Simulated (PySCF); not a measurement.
SMILES CC(C)Cc1ccccc1, GFN2-xTB optimised geometry.

```
24

C     -1.76    -3.01    -1.39
C     -1.12    -1.62    -1.44
C     -1.85    -0.74    -2.44
C     -1.14    -0.99    -0.03
C     -0.38     0.31     0.00
C     -1.05     1.53     0.00
C     -0.34     2.72     0.00
C      1.04     2.71     0.00
C      1.71     1.50     0.00
C      1.01     0.31     0.00
H     -1.74    -3.47    -2.38
H     -2.80    -2.94    -1.07
H     -1.23    -3.66    -0.70
H     -0.08    -1.73    -1.75
H     -1.38     0.25    -2.49
H     -1.81    -1.18    -3.43
H     -2.89    -0.61    -2.16
H     -0.68    -1.69     0.67
H     -2.17    -0.82     0.27
H     -2.13     1.55     0.01
H     -0.87     3.66     0.01
H      1.59     3.63     0.00
H      2.80     1.48     0.00
H      1.54    -0.63     0.00
```

Density from PBE/def2-SVP (PySCF 2.14.0) at that geometry.

Minimum of the electron density along straight lines between bonded atoms, close to the bond critical point (lines longer than 1.1 times the sum of covalent radii, or with two minima, are not listed):

```tsv
bond	length / Å	ρ at the minimum / e bohr⁻³	∇²ρ there / e bohr⁻⁵	position (fraction from the first atom)
C1–C2	1.526	0.242	-0.53	0.50
C2–C3	1.526	0.242	-0.53	0.50
C2–C4	1.539	0.236	-0.50	0.50
C4–C5	1.501	0.253	-0.57	0.49
C5–C6	1.389	0.307	-0.75	0.50
C6–C7	1.384	0.309	-0.77	0.50
C7–C8	1.384	0.309	-0.77	0.50
C8–C9	1.385	0.309	-0.76	0.50
C5–C10	1.390	0.307	-0.75	0.50
C9–C10	1.383	0.310	-0.77	0.50
C1–H11	1.088	0.274	-0.98	0.63
C1–H12	1.088	0.273	-0.98	0.63
C1–H13	1.088	0.274	-0.98	0.63
C2–H14	1.096	0.273	-0.97	0.62
C3–H15	1.088	0.275	-1.00	0.63
C3–H16	1.088	0.274	-0.98	0.63
C3–H17	1.088	0.273	-0.97	0.62
C4–H19	1.092	0.274	-0.97	0.62
C6–H20	1.081	0.280	-1.04	0.63
C7–H21	1.081	0.280	-1.04	0.63
C8–H22	1.080	0.280	-1.04	0.63
C9–H23	1.081	0.280	-1.04	0.63
C10–H24	1.081	0.280	-1.03	0.63
```
